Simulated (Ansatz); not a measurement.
Input file for Ansatz (an electronic-structure program): R-CCSD(T)/aug-cc-pV(D+d)Z on H4O4Si (SMILES O[Si](O)(O)O). The basis file is the Basis Set Exchange's JSON of that set.

Ansatz 0.2 input:
```yaml
crystal:
  periodic: [false, false, false]
  atoms:
    - {symbol: O, position_ang: [0.70771489, 1.19876860, -0.85827367]}
    - {symbol: Si, position_ang: [0.00001121, 0.00001088, -0.00000154]}
    - {symbol: O, position_ang: [-1.04115685, 0.72298116, 1.03332977]}
    - {symbol: O, position_ang: [-0.67330831, -1.01520623, -1.09108734]}
    - {symbol: O, position_ang: [1.00679510, -0.90649861, 0.91603082]}
    - {symbol: H, position_ang: [0.90586515, 2.01493940, -0.39229031]}
    - {symbol: H, position_ang: [-1.33261564, 0.21205115, 1.79263303]}
    - {symbol: H, position_ang: [-1.06710276, -0.62108225, -1.87347437]}
    - {symbol: H, position_ang: [1.49389720, -1.60586413, 0.47313360]}
basis:
  gaussian:
    orbitals: aug-cc-pV_D+d_Z.json
magnetization: {spin_polarized: false}
correlation: {method: ccsd_t, electrons: outside_noble_gas}
scf: {lower_state_search: off}
```

It printed:

```
WARN ansatz: RAYON_NUM_THREADS=4 ignored (pool sized by the plan → 4); use --threads N
Functional definition: HF
these checks for a lower state are left out or cut short: stability, starts, cluster_reference, orbital_swaps, neighbouring_geometries, increment
integrals: 0.51 GiB planned
1556 factors; integrals over basis functions are off by at most 6.3e-4 eV
mean field: 0.72 GiB planned
mean field evaluation 1: about -16075.1009 eV, gradient 6.0e1 eV
mean field evaluation 2: about -16075.4132 eV, gradient 6.1e1 eV
mean field evaluation 4: about -16081.6800 eV, gradient 3.1e0 eV
mean field evaluation 8: about -16081.7239 eV, gradient 1.1e-1 eV
mean field -16081.72393840 eV, -590.9924541523 hartree, gradient 1.5e-6 eV, S^2 0.000000; 0 other end points of the search recorded, 0 dependent functions left out
9 core orbitals not correlated
reference -16081.72393840 eV, -590.9924541523 hartree; 16, 16 occupied and 135, 135 virtual orbitals, 1556 factors
second order -24.56696978 eV of doubles, -0.00000000 eV of singles
coupled cluster: 1.16 GiB planned
cycle   1  -24.42616420 eV  change    1.4e-1 eV  update   1.1e-1
cycle   2  -24.93834648 eV  change   -5.1e-1 eV  update   2.9e-2
cycle   3  -25.07408555 eV  change   -1.4e-1 eV  update   1.5e-2
cycle   4  -25.06314031 eV  change    1.1e-2 eV  update   2.7e-3
cycle   5  -25.06084022 eV  change    2.3e-3 eV  update   1.1e-3
cycle   6  -25.06159547 eV  change   -7.6e-4 eV  update   3.2e-4
cycle   7  -25.06157308 eV  change    2.2e-5 eV  update   1.1e-4
cycle   8  -25.06147611 eV  change    9.7e-5 eV  update   3.7e-5
cycle   9  -25.06145930 eV  change    1.7e-5 eV  update   1.1e-5
perturbative correction -0.70523689 eV, -0.0259169777 hartree
Total energy: -16107.49063459 eV, -591.9393627719 hartree
Checks for a lower state left out: stability, starts, cluster_reference, orbital_swaps, neighbouring_geometries, increment
```

The calculation finished and met its thresholds.

Cost: very roughly 50 core-seconds.
